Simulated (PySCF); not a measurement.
ClPb (SMILES [Cl][Pb]), doublet, geometry from GFN2-xTB (such geometries of metal compounds can be far from the true shape) (the spin is typed, not shown lowest) (core potentials on Pb), with bond 2-1 at 2.0 times its length. Base run: PySCF with HF/def2-SVP.

Here is a job for PySCF.
```python
from pyscf import gto, scf

mol = gto.M(
    atom='''
Pb   -0.000000   -0.000000   -0.434725
Cl    0.000000    0.000000    4.628539
''',
    basis='def2-svp',
    ecp={'Pb': 'def2-svp'},
    charge=0,
    spin=1,
    verbose=4,
)

mf = scf.UHF(mol)
mf.kernel()
```

The base run was repeated with changes; each row names its change, and settings that it needs were set with it.

| change | ΔE vs base (mEh) | SCF cycles | <S^2> | outcome |
|---|---|---|---|---|
| base | 0.000 | 19 | 0.783 | converged |
| level_shift = 0.5 (with mf.max_cycle = 100) | -13.562 | 59 | 0.759 | another SCF solution |
| solver = newton | -28.549 | - | 0.756 | another SCF solution |
| init_guess = huckel | -13.562 | 16 | 0.759 | another SCF solution |
| diis = off; damp = 0.6 (with mf.diis_start_cycle = 200; with mf.max_cycle = 150) | - | 150 | - | not converged |
| conv_tol_grad = 1e-3 | 0.000 | 19 | 0.783 | converged |
| damp = 0.5; diis_start_cycle = 5 | 0.000 | 19 | 0.783 | converged |
| conv_tol_grad = 1e-7 | 0.000 | 29 | 0.783 | converged |
| init_guess = sap | 0.000 | 32 | 0.783 | converged |
| DIIS = EDIIS | - | 50 | - | not converged |
| diis = off; damp = 0.3 (with mf.diis_start_cycle = 200; with mf.max_cycle = 150) | - | 150 | - | not converged |
| conv_tol = 1e-11 | 0.000 | 29 | 0.783 | converged |
| diis = off (with mf.max_cycle = 100) | - | 100 | - | not converged |

A guess, shift, damping, solver or small numerical setting can't move a converged solution much, so rows marked as another SCF solution ended in a different state.

Open shells are given as the SCF converged; they aren't shown to be the lowest states, and a large step between rows can be another state.
